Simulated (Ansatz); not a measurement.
Species: TaO, charge 0, doublet. TaO (SMILES [O]=[Ta], doublet).
B3LYP-D3(BJ)/def2-TZVP minimum from Ansatz (a first-principles code):
```xyz
2

Ta     0.0000     0.0000    -0.1673
O      0.0000     0.0000     1.5262
```
Charge 0, spin multiplicity 2.

Total energies in def2-SVP, 11 correlated electrons, 5 frozen orbitals. UHF or UKS for unpaired electrons; spin-orbit terms are left out. Cores are frozen in correlated methods (noble-gas shells, and filled d and f shells in the p block). Past Kr the def2 sets carry scalar-relativistic core potentials. The UHF reference of OTa ([O]=[Ta], doublet) is spin-contaminated (<S^2> up to 0.36 over the pure value in the sets run). The determinant of OTa ([O]=[Ta], doublet) is a saddle point of the SCF energy; a lower one exists, which strains HF and MP2.

| method | program | energy (Eh) | minus CCSDTQ (mEh) |
|---|---|---|---|
| HF | Ansatz | -131.13962 | 321.71 |
| MP2 | Ansatz | -131.44988 | 11.45 |
| CCSD | Ansatz | -131.44108 | 20.24 |
| CCSD(T) | Ansatz | -131.45947 | 1.86 |
| CCSDT(Q) | Ansatz | -131.46159 | -0.26 |
| CCSDTQ | Ansatz | -131.46133 | 0.00 |

Rough core times of Ansatz's runs on a shared machine: CCSD(T) 20 s, CCSDT(Q) 2 min, CCSDTQ 3 h.
